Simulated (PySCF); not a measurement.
C3H6FNSi, SMILES NC(F)=C=C[SiH3].

Geometry optimised at PBE-D3(BJ)/def2-SVP. The structure was generated by enumeration; whether it is a known compound was not checked. One conformer was computed; it need not be the lowest.

These are PBE-D3(BJ)/def2-SVP (PySCF) values and carry that method's errors.

Frequencies are harmonic and unscaled.

```
mode  ν (cm⁻¹)  IR (km/mol)   moving atoms (share of kinetic energy)
----  --------  -----------  ---------------------------------------
1           76          0.3                                   H 89 %
2           80          1.4          Si 31 %, C 30 %, N 17 %, H 15 %
3          104          4.8  F 31 %, H 25 %, N 17 %, C 16 %, Si 11 %
4          214          4.0           C 49 %, H 25 %, F 14 %, N 11 %
5          260         32.3                            H 77 %, F 8 %
6          332         24.3                  C 60 %, H 26 %, Si 10 %
7          449         11.1           H 30 %, F 24 %, C 22 %, N 20 %
8          512          2.7                           C 62 %, H 28 %
9          567         74.5                  H 56 %, C 20 %, Si 14 %
10         591         17.9                   H 67 %, C 16 %, Si 9 %
11         609         10.7           C 62 %, H 14 %, F 13 %, N 10 %
12         665        191.5                   H 56 %, N 26 %, C 15 %
13         730         32.8                  C 45 %, H 38 %, Si 14 %
14         798         48.7                           H 70 %, C 26 %
15         830         33.0           F 28 %, C 28 %, N 25 %, H 17 %
16         883        259.1                          H 87 %, Si 11 %
17         903         28.3                                   H 97 %
18         915         60.6                                   H 97 %
19        1052         51.6           H 64 %, C 16 %, F 10 %, N 10 %
20        1160          2.9                           H 78 %, C 19 %
21        1284        138.9                   C 64 %, H 16 %, N 12 %
22        1414        217.0                           C 78 %, H 16 %
23        1552         79.4                           H 81 %, N 14 %
24        2011         73.4                                   C 99 %
25        2145        113.2                                   H 98 %
26        2153        105.3                                   H 97 %
27        2183         74.6                                   H 96 %
28        2993         16.7                            H 92 %, C 8 %
29        3426         12.7                                   H 95 %
30        3561         19.7                            H 92 %, N 8 %
```
